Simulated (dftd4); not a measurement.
CHN, charge +1, doublet, at a GFN2-xTB geometry (a state made from the parent by changing its charge; the spin is typed, not shown lowest); D4 for revpbe run with dftd4.

The dftd4 input:
```
$ dftd4 mol.xyz --func revpbe --charge 1 --json dftd4.json --noedisp

# file mol.xyz
3

C     -0.00000000    -0.00000000    -0.72004593
N      0.00000000     0.00000000     0.40993120
H      0.00000000     0.00000000     1.45075717
```

What the program printed (banner, timings and long lists left out):

```
                    ____  _____ _____     ____  _  _
      -------------|  _ \|  ___|_   _|---|  _ \| || |------------
     |             | | | | |_    | | ___ | | | | || |_           |
     |             | |_| |  _|   | ||___|| |_| |__   _|          |
     |             |____/|_|     |_|     |____/   |_|            |
     |             ===================================           |
     |            E. Caldeweyher, S. Ehlert & S. Grimme          |
     |          Mulliken Center for Theoretical Chemistry        |
     |                    University of Bonn                     |
      -----------------------------------------------------------

Rational (Becke-Johnson) damping: revpbe-D4-ATM
---------------------
  s6         1.0000
  s8         1.7468
  s9         1.0000
  a1         0.5363
  a2         3.0726
 alp        16.0000
--------------------

Dispersion energy:      -1.9683397876316E-03 Eh

[Info] JSON dump of results written to 'dftd4.json'
```
